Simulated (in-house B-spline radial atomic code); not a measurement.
A fraction x of an electron is removed from 3p in neutral sulfur, starting from [Ne] 3s2 3p4 and keeping the highest spin. Level of theory: scalar-relativistic (X2C) LDA VWN5, spin-polarised, spherical fractional occupations, Fermi nucleus of rms radius 3.2611 fm; calculated with an all-electron radial atomic-structure program (B-spline basis).

```json
{"x": "0", "E(x) - E(0) (eV)": "0.0000", "3p down level (eV)": "-6.199"}
{"x": "0.02", "E(x) - E(0) (eV)": "0.1256", "3p down level (eV)": "-6.363"}
{"x": "0.15", "E(x) - E(0) (eV)": "1.0230", "3p down level (eV)": "-7.447"}
{"x": "0.27", "E(x) - E(0) (eV)": "1.9777", "3p down level (eV)": "-8.469"}
{"x": "0.39", "E(x) - E(0) (eV)": "3.0562", "3p down level (eV)": "-9.509"}
{"x": "0.5", "E(x) - E(0) (eV)": "4.1554", "3p down level (eV)": "-10.479"}
{"x": "0.51", "E(x) - E(0) (eV)": "4.2607", "3p down level (eV)": "-10.568"}
{"x": "0.67", "E(x) - E(0) (eV)": "6.0662", "3p down level (eV)": "-12.005"}
{"x": "0.84", "E(x) - E(0) (eV)": "8.2389", "3p down level (eV)": "-13.561"}
{"x": "0.88", "E(x) - E(0) (eV)": "8.7887", "3p down level (eV)": "-13.931"}
{"x": "1", "E(x) - E(0) (eV)": "10.5274", "3p down level (eV)": "-"}
```

The exact functional would give a straight line between the two integer points. Deviations E(x) - E(0) - x[E(1) - E(0)], in eV: -0.085 at x = 0.02, -0.556 at x = 0.15, -0.865 at x = 0.27, -1.049 at x = 0.39, -1.108 at x = 0.5, -1.108 at x = 0.51, -0.987 at x = 0.67, -0.604 at x = 0.84, -0.475 at x = 0.88.

The curve lies below the straight line by up to 1.108 eV (at x = 0.5): convex, the delocalisation error that favours fractional charges.

Question: How well does Slater's transition state (minus the level at half occupation) give the ionisation energy?

Answer: It gives 10.479 eV against 10.527 eV from the two total energies; NIST lists 10.36 eV, ground level to ground level.
